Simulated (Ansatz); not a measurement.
`B[SiH2]OC` + `N#CO[SiH3]` → `CO[SiH2]C#N` + `BO[SiH3]`  (redistribution)

Computed with Ansatz on PBE0-D4/def2-TZVP structures; ΔE is electronic, products minus reactants. CCSD(T)/CBS adds triple-zeta CCSD(T) − MP2 to the extrapolated MP2 energy (def2 sets, frozen cores). DFT in def2-TZVPP. B3LYP here is the variant with VWN-RPA as its local correlation; programs differ in this. One conformer a species, not always the lowest.

CCSD(T)/CBS gives -71.1 kcal/mol.

Q: Another level gave -62.7 kcal/mol. Which?
A. CAM-B3LYP-D4/def2-TZVPP
B. revPBE-D4/def2-TZVPP
C. B3LYP/def2-TZVPP
D. r2SCAN/def2-TZVPP

A: B. revPBE-D4 -62.7, B3LYP -67.8, r2SCAN -66.7, CAM-B3LYP-D4 -69.4 kcal/mol.

Largest T1 diagnostic among the species: 0.014.

Leaving LDA and LC-ωPBE aside and taking each functional with its dispersion term where it has one, the values, not all of them listed here, spread over 7.6 kcal/mol, from B2PLYP to revPBE-D4. From BLYP to BHLYP (50 % exact exchange), in def2-TZVPP and without D4, ΔE moves by −3.2 kcal/mol.
